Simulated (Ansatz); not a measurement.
**Two-coordinate energy map**

C$_{2}$H$_{5}$BO$_{2}$ (SMILES BOC(C)=O), closed shell, PBE0-D4/def2-TZVP minimum:

```
10
angstrom
B -0.3495 1.7772 -0.8692
O -0.6107 0.5819 -0.2657
C 0.3041 -0.4476 -0.2417
C 0.0871 -1.3257 0.9449
O 1.1183 -0.6004 -1.0969
H -1.2685 2.5370 -0.9217
H 0.7459 2.0257 -1.2698
H 0.1759 -0.7378 1.8609
H 0.8099 -2.1372 0.9436
H -0.9294 -1.7241 0.9184
```

Rows set the bond length C3–O5 (Å; 1.191 at the minimum), columns the angle H10–C4–H8 (°; 107.0), set in this order; the parts move rigidly, in a bend the first-named atom's side turns in the plane, and in a torsion the whole end group turns. CCSD(T) energies count from the value at that structure, in kcal/mol. Computed with Ansatz 0.2.0 (basis: def2-TZVPP); correlated methods freeze the cores.

```csv
C3–O5 \ H10–C4–H8,77.0,92.0,107.0,122.0,137.0
1.072,37.25,25.28,21.33,25.45,37.63
1.130,21.56,9.50,5.46,9.48,21.57
1.217,16.54,4.38,0.20,4.10,16.03
1.317,?,14.55,10.25,14.00,?
1.429,48.01,35.65,31.23,?,46.42
```

Fill in the withheld cells. (An estimate is asked for; the value comes from the calculation.)

The calculation gives: (1.317, 77.0): 26.82; (1.317, 137.0): 25.76; (1.429, 122.0): 34.83 kcal/mol. These count from the CCSD(T) energy at the PBE0-D4 minimum.

The same grid for a cheaper method: MP2 − CCSD(T), both counted from the minimum, in kcal/mol:
| C3–O5 \ H10–C4–H8 | 77.0 | 92.0 | 107.0 | 122.0 | 137.0 |
| --- | --- | --- | --- | --- | --- |
| 1.072 | -0.09 | 0.06 | 0.10 | 0.09 | 0.06 |
| 1.130 | -0.12 | 0.03 | 0.07 | 0.07 | 0.04 |
| 1.217 | -0.22 | -0.08 | -0.04 | -0.03 | -0.05 |
| 1.317 | -0.24 | -0.12 | -0.08 | -0.07 | -0.06 |
| 1.429 | 0.54 | 0.60 | 0.61 | 0.63 | 0.69 |

No T1 diagnostic of these runs exceeds 0.024. The restricted Hartree–Fock reference is unstable towards an unrestricted one here.

For scale, one of the runs: CCSD(T)/def2-TZVPP, 225 basis functions (an equivalent command: `ansatz run in.yaml --threads 4`). Time: 2.1 min of wall clock on 4 CPU threads; the host was shared. Peak host memory: 4 GiB.
